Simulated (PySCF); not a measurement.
**SMILES C#CC=C=C(C#C)C#N, C$_{8}$H$_{3}$N**

Geometry (Å), atoms numbered from 1 in this order:
```xyz
12

C     1.266   -2.094   -2.515
C     0.900   -1.806   -1.396
C     0.480   -1.502   -0.071
C    -0.056   -0.361    0.294
C    -0.598    0.787    0.676
C     0.188    1.888    1.145
C     0.834    2.832    1.544
C    -2.030    0.947    0.625
N    -3.180    1.082    0.588
H     1.587   -2.342   -3.510
H     0.614   -2.278    0.698
H     1.411    3.667    1.897
```

Computed, not measured: PySCF 2.14.0, quadratic response CAM-B3LYP/aug-cc-pVDZ first hyperpolarisability, Taylor convention, gas phase. Geometry: PBE0-D3(BJ)/def2-SVP.

**Question.** Give the tensor of the second harmonic β(−2ω;ω,ω) at 1064 nm in the axes of these coordinates.

**Answer.** In au, Taylor convention; rows are the first index (the induced dipole):
|  | xx | yy | zz | xy | xz | yz |
| --- | --- | --- | --- | --- | --- | --- |
| x | -13.4 | -42.5 | -11.1 | -8.3 | -2.7 | +7.1 |
| y | -11.5 | +158.0 | 0.0 | -35.7 | +9.8 | +52.2 |
| z | -3.4 | +54.2 | -12.1 | +9.8 | -8.6 | +0.1 |

Norm of βᵢ = ⅓ Σⱼ (βᵢⱼⱼ + βⱼᵢⱼ + βⱼⱼᵢ): 165.0 au, hyper-Rayleigh value 76.2 au.
